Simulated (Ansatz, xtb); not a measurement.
**C5H4N2: which of two isomers lies lower**

We compare I, `N#C[C@@H]1C[C@@H]1C#N`, a singlet, with II, `N#CC1(C#N)CC1`, a singlet. Both are isolated molecules in the gas phase, relaxed with r2SCAN-D4/def2-SVP.

I (Å):

```xyz
11

C     1.2715   -0.6539    2.2366
C     1.2702   -0.4873    0.8086
C     1.3886    0.8893    0.2048
C     0.0711    0.1626    0.1078
C    -1.0603    0.6104    0.8735
N     1.2882   -0.7952    3.3912
N    -1.9830    0.9786    1.4790
H     1.7270   -1.3195    0.2619
H     1.4401    1.7324    0.8980
H     1.9770    0.9889   -0.7102
H    -0.1917   -0.2797   -0.8594
```

II (Å):

```xyz
11

C    -0.1492   -1.3070    1.1854
C     0.6718   -0.2453    0.6500
C     1.5920   -0.6315   -0.3950
C     0.0663    1.1648    0.5855
C     1.1038    0.8769    1.6056
N    -0.8230   -2.1419    1.6350
N     2.3423   -0.9140   -1.2379
H    -0.9777    1.2399    0.8996
H     0.3393    1.7507   -0.2957
H     2.1167    1.2574    1.4520
H     0.7997    0.7467    2.6472
```

Task: Estimate which is lower in electronic energy at CCSD(T)/def2-SVP + ΔMP2/def2-TZVPP, and by roughly how much.

Result: CCSD(T)/def2-SVP + ΔMP2/def2-TZVPP gives E(II) − E(I) = +6.56 kJ/mol, favouring structure I, but this leans on the basis-set step: CCSD(T) alone gives +3.30 kJ/mol.

Level by level:

| level | geometry | E(II) − E(I) (kJ/mol) | departure from the last row (kJ/mol) | job, with rough time for the two |
| --- | --- | --- | --- | --- |
| GFN2-xTB | GFN2-xTB | +2.45 | −4.11 | optimisation, 0.41 s |
| HF/STO-3G | GFN2-xTB | +5.79 | −0.77 | single point, 1.4 s |
| r2SCAN-D4/def2-SVP//GFN2-xTB | GFN2-xTB | +9.82 | +3.26 | single point, 8.4 s |
| r2SCAN-D4/def2-SVP | r2SCAN-D4/def2-SVP | +9.24 | +2.68 | optimisation, 52 s |
| HF/def2-SVP | r2SCAN-D4/def2-SVP | +7.78 | +1.22 | part of the CCSD(T) run |
| MP2/def2-SVP | r2SCAN-D4/def2-SVP | +3.22 | −3.34 | part of the CCSD(T) run |
| CCSD(T)/def2-SVP | r2SCAN-D4/def2-SVP | +3.30 | −3.26 | single point |
| CCSD(T)/def2-SVP + ΔMP2/def2-TZVPP | r2SCAN-D4/def2-SVP | +6.56 |  | single point, 1.7 min |

As drawn, both hold the same kinds of bond in the same numbers.

The largest departure from CCSD(T)/def2-SVP + ΔMP2/def2-TZVPP is that of GFN2-xTB, 4.11 kJ/mol. The last row adds to CCSD(T) the change of the MP2 difference between the two basis sets, here +3.26 kJ/mol.

With thermal terms from frequencies at re-optimised GFN2-xTB minima (ideal gas, soft modes damped towards free rotors, one conformer each, 298.15 K, 1 atm): on the last row, ΔE + ΔZPE = +6.57, ΔH = +6.84, ΔG = +8.44 kJ/mol.

The correlated steps freeze 7 core orbitals. Mirror images aren't counted in ΔG. Programs: Ansatz 0.2.0, xtb 6.7.1; the last row on 2 threads of Intel(R) Xeon(R) Processor @ 2.50GHz (Skylake/Cascade Lake) on a shared host.
